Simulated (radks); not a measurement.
Results of a calculation; reference values are marked as such.
Spherical jellium clusters: N electrons in a uniform positive sphere of charge N and radius rs N^(1/3), rs = 2.32 bohr. Level of theory: non-relativistic Kohn-Sham, LDA (Slater exchange, Perdew-Wang correlation), spin-polarised, spherical densities (a radial shooting solver with Libxc functionals). Levels are named by radial order and angular momentum (1s, 1p, 1d, 2s, ...), and open shells are averaged over m.

N = 21, configuration 1s2 1p6 1d10 2s2 1f(up 1, down 0). This is the lowest configuration that the search found. Occupied and some empty levels:

| level | occupation | eigenvalue (eV) | <r> (bohr) |
|---|---|---|---|
| 1s up | 1 | -10.195 | 3.928 |
| 1s down | 1 | -10.133 | 3.900 |
| 1p up | 3 | -7.9122 | 4.783 |
| 1p down | 3 | -7.8183 | 4.766 |
| 1d up | 5 | -5.1946 | 5.486 |
| 1d down | 5 | -5.0817 | 5.479 |
| 2s up | 1 | -4.3078 | 5.043 |
| 2s down | 1 | -4.2348 | 5.054 |
| 1f up | 1 | -2.2464 | 6.289 |
| 1f down | 0 | -2.1279 | 6.301 |
| 2p up | 0 | -1.6812 | 7.062 |
| 2p down | 0 | -1.6131 | 7.105 |
| 2d up | 0 | -0.050452 | 11.77 |

Energy (eV): total -19.0921, kinetic 93.651, external -2169.5, Hartree 1049.9, exchange-correlation -118.01, background 1124.9.
